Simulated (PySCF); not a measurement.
A structure optimised at ωB97X-D3(BJ)/def2-SVP, used in a PySCF frequency run:

```xyz
12

F     -2.1269    -0.1581     0.0000
C     -0.8508     0.3706     0.0000
C      0.0157    -0.0843    -1.1911
Si     1.4918    -0.0100     0.0000
C      0.0157    -0.0843     1.1911
H     -0.9531     1.4711     0.0000
H     -0.0672     0.5034    -2.1151
H     -0.2174    -1.1400    -1.4104
H      2.4691    -1.1339     0.0000
H      2.2259     1.2871     0.0000
H     -0.0672     0.5034     2.1151
H     -0.2174    -1.1400     1.4104
```

**Question.** Write its SMILES, formula and point group.

**Answer.** FC1C[SiH2]C1, C₃H₇FSi, Cs

**Question.** What are its rotational constants (standard atomic weights)?

**Answer.** 8.7630, 2.8141, 2.3383 GHz
